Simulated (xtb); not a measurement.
xtb input (GFN2-xTB):

```bash
xtb mol.xyz --gfn 2 --ohess tight --chrg 0 --uhf 0
```
mol.xyz:
```
15

Zn     0.95591869    -0.03110293    -0.03739794
C     -0.20316430     0.01592767     1.74932647
C      0.28051312    -0.00064209     3.18372082
H     -0.85262764    -0.86157996     1.52117841
H     -0.78121773     0.94171545     1.57209030
H     -0.61719652     0.01466570     3.86088523
H      0.83673058    -0.88387242     3.41022041
H      0.90044144     0.85007138     3.39942543
C     -0.14866343     0.00790468    -1.72666027
C      0.22150034    -0.02278015    -3.17390453
H     -0.78986519     0.81886834    -1.49735171
H     -0.78422635    -0.89339007    -1.54714924
H     -0.61740802    -0.05556110    -3.83769172
H      0.81689904     0.94055905    -3.45637990
H      0.89696128    -0.87663082    -3.40387425
```

Output:

```
           -------------------------------------------------
          |                Calculation Setup                |
           -------------------------------------------------

           -------------------------------------------------
          |                 G F N 2 - x T B                 |
           -------------------------------------------------

        Reference                      10.1021/acs.jctc.8b01176
      * Hamiltonian:
        H0-scaling (s, p, d)           1.850000    2.230000    2.230000
        zeta-weighting                 0.500000
      * Dispersion:
        s8                             2.700000
        a1                             0.520000
        a2                             5.000000
        s9                             5.000000
      * Repulsion:
        kExp                           1.500000    1.000000
        rExp                           1.000000
      * Coulomb:
        alpha                          2.000000
        third order                    shell-resolved
        anisotropic                    true
        a3                             3.000000
        a5                             4.000000
        cn-shift                       1.200000
        cn-exp                         4.000000
        max-rad                        5.000000

          ...................................................
          :                      SETUP                      :
          :.................................................:
          :  # basis functions                  30          :
          :  # atomic orbitals                  30          :
          :  # shells                           20          :
          :  # electrons                        28          :
          :  max. iterations                   250          :
          :  Hamiltonian                  GFN2-xTB          :
          :  restarted?                      false          :
          :  GBSA solvation                  false          :
          :  PC potential                    false          :
          :  electronic temp.          300.0000000     K    :
          :  accuracy                    1.0000000          :
          :  -> integral cutoff          0.2500000E+02      :
          :  -> integral neglect         0.1000000E-07      :
          :  -> SCF convergence          0.1000000E-05 Eh   :
          :  -> wf. convergence          0.1000000E-03 e    :
          :  Broyden damping             0.4000000          :
          :  net charge                          0          :
          :  unpaired electrons                  0          :
          ...................................................

 iter      E             dE          RMSdq      gap      omega  full diag
   1    -14.2023173 -0.142023E+02  0.852E+00    2.21       0.0  T
   2    -14.2068753 -0.455800E-02  0.352E+00    3.53       1.0  T
   3    -14.1828195  0.240559E-01  0.389E+00    2.00       1.0  T
   4    -14.3121986 -0.129379E+00  0.916E-01    2.49       1.0  T
   5    -14.3166584 -0.445983E-02  0.653E-01    2.62       1.0  T
   6    -14.3209811 -0.432273E-02  0.251E-01    2.67       1.0  T
[...]
   6 C   30 Zn          2     2.0708631     2.0708698     2.0708564

           -------------------------------------------------
          |               Frequency Printout                |
           -------------------------------------------------
 projected vibrational frequencies (cm⁻¹)
eigval :       -0.00    -0.00     0.00     0.00     0.00     0.00
eigval :       16.72    39.53    53.57   131.94   180.47   197.90
eigval :      220.68   377.01   427.90   544.70   595.66   925.75
eigval :      932.67   986.07   986.31  1045.51  1046.98  1203.49
eigval :     1214.13  1238.39  1240.42  1413.89  1416.45  1489.06
eigval :     1489.24  1498.71  1504.61  1511.47  1514.40  2956.14
eigval :     2958.04  2962.19  2963.71  2979.59  2983.60  2991.74
eigval :     2993.67  2996.94  3000.37
Molecule has the following symmetry elements: (C2)
It seems to be the C2 point group
 reduced masses (amu)
   1: 11.96   2: 47.96   3: 42.44   4: 38.54   5: 11.58   6: 10.34   7:  6.50   8: 17.78
   9: 14.96  10: 15.54  11:  5.71  12: 23.24  13:  5.22  14:  9.49  15: 25.26  16:  2.51
  17:  3.99  18:  1.52  19:  1.64  20:  2.18  21:  2.25  22: 10.36  23: 10.20  24:  4.20
  25:  4.58  26:  3.77  27:  3.71  28:  2.90  29:  2.86  30:  1.92  31:  1.89  32:  1.62
  33:  1.58  34:  1.53  35:  1.53  36:  1.85  37:  1.82  38:  1.97  39:  1.97  40:  1.52
  41:  1.51  42:  1.96  43:  1.97  44:  1.33  45:  1.36
 IR intensities (km·mol⁻¹)
   1:  0.01   2:  0.00   3:  0.01   4:  0.00   5:  0.00   6:  0.02   7:  0.01   8:  0.02
   9:  1.01  10:  0.91  11:  1.86  12: 14.42  13:  6.18  14:  8.91  15:100.56  16:  2.00
  17:102.26  18:  0.03  19:  2.86  20: 13.35  21:  3.91  22:  0.29  23:  0.20  24:  0.02
  25: 60.81  26:  0.12  27:  5.69  28:  4.10  29:  0.04  30:  0.25  31:  2.16  32:  0.21
  33:  0.41  34:  0.11  35:  6.12  36:112.94  37: 27.45  38: 71.88  39:  2.01  40:157.12
  41: 20.68  42:  4.11  43:166.84  44:  5.34  45: 38.03
 Raman intensities (Ä⁴*amu⁻¹)
   1:  0.00   2:  0.00   3:  0.00   4:  0.00   5:  0.00   6:  0.00   7:  0.00   8:  0.00
   9:  0.00  10:  0.00  11:  0.00  12:  0.00  13:  0.00  14:  0.00  15:  0.00  16:  0.00
  17:  0.00  18:  0.00  19:  0.00  20:  0.00  21:  0.00  22:  0.00  23:  0.00  24:  0.00
  25:  0.00  26:  0.00  27:  0.00  28:  0.00  29:  0.00  30:  0.00  31:  0.00  32:  0.00
  33:  0.00  34:  0.00  35:  0.00  36:  0.00  37:  0.00  38:  0.00  39:  0.00  40:  0.00
  41:  0.00  42:  0.00  43:  0.00  44:  0.00  45:  0.00
 output can be read by thermo (or use thermo option).
 writing <g98.out> molden fake output.
 recommended (thermochemical) frequency scaling factor: 1.0
           -------------------------------------------------
          |             Thermodynamic Functions             |
           -------------------------------------------------

c2  symmetry found (for desy threshold:  0.10E+00) used in thermo

          ...................................................
          :                      SETUP                      :
          :.................................................:
          :  # frequencies                          39      :
          :  # imaginary freq.                       0      :
          :  linear?                             false      :
          :  only rotor calc.                    false      :
          :  symmetry                               c2      :
          :  rotational number                       2      :
          :  scaling factor                  1.0000000      :
          :  rotor cutoff                   50.0000000 cm⁻¹ :
          :  imag. cutoff                  -20.0000000 cm⁻¹ :
          :.................................................:

    mode    ω/cm⁻¹     T·S(HO)/kcal·mol⁻¹    T·S(FR)/kcal·mol⁻¹   T·S(vib)
   ------------------------------------------------------------------------
       1     16.72    -2.08396 (  1.24%)    -1.37977 ( 98.76%)    -1.38847
       2     39.53    -1.57498 ( 28.09%)    -1.12563 ( 71.91%)    -1.25186
       3     53.57    -1.39570 ( 56.85%)    -1.03575 ( 43.15%)    -1.24037
       4    131.94    -0.86987 ( 97.98%)    -0.76894 (  2.02%)    -0.86783
       5    180.47    -0.69275 ( 99.41%)    -0.67619 (  0.59%)    -0.69266
       6    197.90    -0.64176 ( 99.59%)    -0.64889 (  0.41%)    -0.64179
       7    220.68    -0.58244 ( 99.74%)    -0.61663 (  0.26%)    -0.58253
   ------------------------------------------------------------------------

   temp. (K)  partition function   enthalpy   heat capacity  entropy
                                   cal/mol     cal/K/mol   cal/K/mol   J/K/mol
 298.15  VIB  0.495E+04             3929.995     20.138     26.142
         ROT  0.116E+06              888.752      2.981     26.161
         INT  0.576E+09             4818.747     23.119     52.304
         TR   0.133E+28             1481.254      4.968     40.329
         TOT                        6300.0012    28.0868    92.6326   387.5746

       T/K    H(0)-H(T)+PV         H(T)/Eh          T*S/Eh         G(T)/Eh
Note: The following floating-point exceptions are signalling: IEEE_UNDERFLOW_FLAG IEEE_DENORMAL
normal termination of xtb
   ------------------------------------------------------------------------
    298.15    0.100397E-01    0.135862E+00    0.440127E-01    0.918493E-01
   ------------------------------------------------------------------------

         :::::::::::::::::::::::::::::::::::::::::::::::::::::
         ::                  THERMODYNAMIC                  ::
         :::::::::::::::::::::::::::::::::::::::::::::::::::::
         :: total free energy         -14.050928980976 Eh   ::
         ::.................................................::
         :: total energy              -14.142778287340 Eh   ::
         :: zero point energy           0.125822335319 Eh   ::
         :: G(RRHO) w/o ZPVE           -0.033973028956 Eh   ::
         :: G(RRHO) contrib.            0.091849306363 Eh   ::
         :::::::::::::::::::::::::::::::::::::::::::::::::::::

optimized geometry written to: xtbopt.xyz

           -------------------------------------------------
          | TOTAL ENERGY              -14.142778287340 Eh   |
          | TOTAL ENTHALPY            -14.006916261118 Eh   |
          | TOTAL FREE ENERGY         -14.050928980976 Eh   |
          | GRADIENT NORM               0.000093599163 Eh/α |
          | HOMO-LUMO GAP               3.673967501783 eV   |
           -------------------------------------------------

------------------------------------------------------------------------
------------------------------------------------------------------------
 total:
 SCF:
 ANC optimizer:
 analytical hessian:
```
